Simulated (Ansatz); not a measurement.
A structure relaxed at PBE-D4/def2-SVP in Ansatz, charge 0, singlet:

```xyz
24

O    -2.161    1.043    2.600
C    -1.522    0.692    1.617
C    -2.234    0.599    0.245
O    -3.423    0.877    0.167
C    -1.424    0.171   -0.927
C    -2.075    0.089   -2.175
C    -1.378   -0.305   -3.319
C    -0.013   -0.622   -3.212
C     0.641   -0.544   -1.976
C    -0.041   -0.147   -0.805
C     0.640   -0.060    0.509
C     2.009   -0.370    0.663
C     2.642   -0.283    1.909
C     1.923    0.119    3.049
C     0.568    0.431    2.921
C    -0.076    0.345    1.671
H    -3.144    0.347   -2.203
H    -1.891   -0.368   -4.291
H     0.553   -0.935   -4.103
H     1.709   -0.799   -1.934
H     2.604   -0.689   -0.204
H     3.711   -0.533    1.991
H     2.423    0.188    4.027
H    -0.040    0.751    3.780
```

Question: Give its formula, name or SMILES and point group.

Answer: phenanthrenequinone (C₁₄H₈O₂). Point group C2v (tolerance 0.1 Å).

Question: Summarise the bond lengths by kind (pairs closer than 1.2 times the sum of covalent radii, bridged metal pairs left out).

Answer: 16 × C–C 1.40 to 1.55 Å; 2 × C–O 1.22 Å; 8 × C–H 1.10 Å.
